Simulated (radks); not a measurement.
Spherical quantum dot in the effective-mass picture: electrons in a hard-walled sphere of radius 10.8, all in effective atomic units (hartree* = m*/eps^2 hartree, bohr* = eps/m* bohr), one dielectric constant everywhere. Calculated with a radial shooting solver with Libxc functionals: non-relativistic Kohn-Sham, LDA (Slater exchange, Perdew-Wang correlation), spin-polarised, spherical densities. Levels are named by radial order and angular momentum (1s, 1p, 1d, 2s, ...), and open shells are averaged over m.

N = 19, configuration 1s2 1p6 1d10 1f(up 1, down 0). This is the lowest configuration that the search found (a dilute case). Occupied and some empty levels:

| level | occupation | eigenvalue (hartree*) | <r> (bohr*) |
|---|---|---|---|
| 1s up | 1 | 2.0861 | 8.155 |
| 1s down | 1 | 2.0895 | 8.148 |
| 1p up | 3 | 2.1024 | 8.221 |
| 1p down | 3 | 2.1059 | 8.216 |
| 1d up | 5 | 2.1340 | 8.312 |
| 1d down | 5 | 2.1376 | 8.308 |
| 1f up | 1 | 2.1798 | 8.408 |
| 1f down | 0 | 2.1834 | 8.406 |
| 1g up | 0 | 2.2389 | 8.503 |
| 1g down | 0 | 2.2425 | 8.501 |
| 2s up | 0 | 2.3278 | 5.149 |
| 2s down | 0 | 2.3288 | 5.136 |
| 2p up | 0 | 2.3828 | 5.860 |
| 2p down | 0 | 2.3842 | 5.852 |
| 2d up | 0 | 2.4572 | 6.333 |
| 2d down | 0 | 2.4589 | 6.326 |

Energy (hartree*): total 20.8336, kinetic 3.4746, external 0, Hartree 20.424, exchange-correlation -3.0647.

Electron density:

| r (bohr*) | n(r) (e/bohr*^3) |
|---|---|
| 0.334 | 0.00001060 |
| 0.870 | 0.00001375 |
| 1.41 | 0.00002117 |
| 1.94 | 0.00003615 |
| 2.48 | 0.00006471 |
| 3.02 | 0.0001175 |
| 3.55 | 0.0002123 |
| 4.09 | 0.0003773 |
| 4.62 | 0.0006546 |
| 5.16 | 0.001102 |
| 5.70 | 0.001787 |
| 6.23 | 0.002768 |
| 6.77 | 0.004050 |
| 7.30 | 0.005510 |
| 7.84 | 0.006815 |
| 8.38 | 0.007410 |
| 8.91 | 0.006727 |
| 9.45 | 0.004667 |
| 9.98 | 0.002039 |
| 10.5 | 0.0002550 |
